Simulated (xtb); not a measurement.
F3La, charge +1, doublet, from a rough starting geometry (GFN-xTB shapes and energies of metal compounds can be far from the true ones) (the multiplicity is a formal guess); GFN2-xTB (xtb).

xtb was given this input:
```
$ xtb mol.xyz --gfn 2 --chrg 1 --uhf 1 --opt vtight --json

# file mol.xyz
4

La     0.01135112    -0.01061311    -0.01097022
F     -1.73093807    -1.09800385     0.06223572
F      0.04322404     1.83360664    -0.75307908
F      1.58985199    -0.74596488     0.68887910
```

Question: Write the output that xtb gives for this input, abridged.

Answer: 
```
   ID    Z sym.   atoms
    1   57 La     1
    2    9 F      2-4

           -------------------------------------------------
          |                Calculation Setup                |
           -------------------------------------------------

           -------------------------------------------------
          |                 G F N 2 - x T B                 |
           -------------------------------------------------

          ...................................................
          :                      SETUP                      :
          :.................................................:
          :  # basis functions                  22          :
          :  # atomic orbitals                  21          :
          :  # shells                            9          :
          :  # electrons                        23          :
          :  max. iterations                   250          :
          :  Hamiltonian                  GFN2-xTB          :
          :  restarted?                      false          :
          :  GBSA solvation                  false          :
          :  PC potential                    false          :
          :  electronic temp.          300.0000000     K    :
          :  accuracy                    1.0000000          :
          :  -> integral cutoff          0.2500000E+02      :
          :  -> integral neglect         0.1000000E-07      :
          :  -> SCF convergence          0.1000000E-05 Eh   :
          :  -> wf. convergence          0.1000000E-03 e    :
          :  Broyden damping             0.4000000          :
          :  net charge                          1          :
          :  unpaired electrons                  1          :
          ...................................................

 iter      E             dE          RMSdq      gap      omega  full diag
   1     -0.5326953 -0.532695E+00  0.544E+01    0.16       0.0  T
   2    -13.7542773 -0.132216E+02  0.263E+01   17.45       1.0  T
   3    -14.1695092 -0.415232E+00  0.213E+01   11.77       1.0  T
   4    -14.1953556 -0.258464E-01  0.211E+01   11.72       1.0  T
   5    -14.1403360  0.550196E-01  0.222E+01   12.02       1.0  T
   6    -14.6813704 -0.541034E+00  0.127E+01    3.44       1.0  T
   7    -14.6668777  0.144927E-01  0.127E+01    4.85       1.0  T
   8    -14.5762213  0.906564E-01  0.139E+01    6.96       1.0  T
   9    -14.5213464  0.548749E-01  0.140E+01    4.09       1.0  T
[...]
 * total energy  :   -14.9271425 Eh     change       -0.5727463E-03 Eh
 * total energy  :   -14.9277094 Eh     change       -0.5668907E-03 Eh
 * total energy  :   -14.9301995 Eh     change       -0.2490081E-02 Eh
 * total energy  :   -14.9315670 Eh     change       -0.1367478E-02 Eh
 * total energy  :   -14.9319318 Eh     change       -0.3648077E-03 Eh
 * total energy  :   -14.9322166 Eh     change       -0.2848322E-03 Eh
 * total energy  :   -14.9324548 Eh     change       -0.2381396E-03 Eh
 * total energy  :   -14.9327295 Eh     change       -0.2747325E-03 Eh
 * total energy  :   -14.9327374 Eh     change       -0.7853895E-05 Eh
 * total energy  :   -14.9327411 Eh     change       -0.3769154E-05 Eh
 * total energy  :   -14.9327449 Eh     change       -0.3750225E-05 Eh
 * total energy  :   -14.9327450 Eh     change       -0.9989748E-07 Eh
   *** GEOMETRY OPTIMIZATION CONVERGED AFTER 19 ITERATIONS ***
         :: total energy             -14.932744985783 Eh    ::
[...]
        20                         -0.0955503              -2.6001
        21                          0.0800203               2.1775
      -------------------------------------------------------------
                  HL-Gap            0.1017096 Eh            2.7677 eV
             Fermi-level           -0.7487361 Eh          -20.3741 eV

     #   Z          covCN         q      C6AA      α(0)
     1  57 La       1.843     1.008  1520.831   143.233
     2   9 F        0.614    -0.003     9.419     3.621
     3   9 F        0.614    -0.003     9.418     3.620
     4   9 F        0.614    -0.003     9.418     3.620

 Mol. C6AA /au·bohr⁶  :       2143.866985
 Mol. C8AA /au·bohr⁸  :     436523.621665
 Mol. α(0) /au        :        154.094138

Wiberg/Mayer (AO) data.
largest (>0.10) Wiberg bond orders for each atom

 ---------------------------------------------------------------------------
     #   Z sym  total        # sym  WBO       # sym  WBO       # sym  WBO
 ---------------------------------------------------------------------------
     1  57 La   2.525 --     2 F    0.842     4 F    0.842     3 F    0.841
     2   9 F    1.159 --     1 La   0.842     3 F    0.159     4 F    0.159
     3   9 F    1.159 --     1 La   0.841     4 F    0.159     2 F    0.159
     4   9 F    1.159 --     1 La   0.842     3 F    0.159     2 F    0.159
 ---------------------------------------------------------------------------

Topologies differ in total number of bonds
Writing topology from bond orders to xtbtopo.mol

molecular dipole:
                 x           y           z       tot (Debye)
 q only:        0.335      -0.757      -1.782
   full:        0.568      -1.219      -2.880       8.080
molecular quadrupole (traceless):
                xx          xy          yy          xz          yz          zz
 q only:       -1.759      -0.380      -1.067      -0.893       2.019       2.826
  q+dip:       -3.639      -0.810      -2.227      -1.909       4.186       5.867
   full:       -3.364      -0.737      -2.047      -1.746       3.856       5.411

optimized geometry written to: xtbopt.xyz

           -------------------------------------------------
          | TOTAL ENERGY              -14.932744985783 Eh   |
          | GRADIENT NORM               0.000061705943 Eh/α |
          | HOMO-LUMO GAP               2.767658800939 eV   |
           -------------------------------------------------

normal termination of xtb
```
